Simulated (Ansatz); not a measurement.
A trace of molecular dynamics of Cl2GeH2 (5 atoms, charge 0, multiplicity 1).

Theory: RKS PBE0/def2-SVP in Ansatz 0.2.0.

| Property | Result |
| --- | --- |
| ensemble | NVE (velocity Verlet) |
| starting velocities drawn for | 300 K |
| seed | 258209 |

```tsv
time (fs)	T (K)	potential energy less start (eV)	conserved less start (meV/atom)
0	300	0.000	0.00
8	150	0.064	1.23
16	139	0.085	4.56
24	163	0.090	7.41
32	146	0.085	5.04
40	230	0.073	9.08
48	72	0.172	16.68
56	103	0.131	11.01
64	181	0.096	9.88
72	108	0.152	15.60
80	225	0.078	9.81
88	187	0.078	6.93
96	111	0.113	7.99
104	225	0.050	4.25
112	197	0.055	3.05
120	202	0.051	2.50
128	180	0.077	6.06
136	75	0.140	10.52
144	194	0.082	8.22
152	177	0.117	13.84
160	126	0.152	16.84
```

**Question.** Can this run be trusted? Judge the integration.

**Answer.** The conserved energy wandered by up to 16.8 meV per atom (net 16.8 meV per atom), which is poor conservation. A step of 4 fs is long for free X–H stretches (periods near 10 fs) and can bias their spread and the temperature. A run of 0.16 ps of so small a system gives no equilibrium averages. The time step was 4 fs.

Time of the run: 40 s on 1 thread of AMD EPYC 9R45 96-Core Processor (Zen 5) (shared host), peak memory 0.18 GiB.
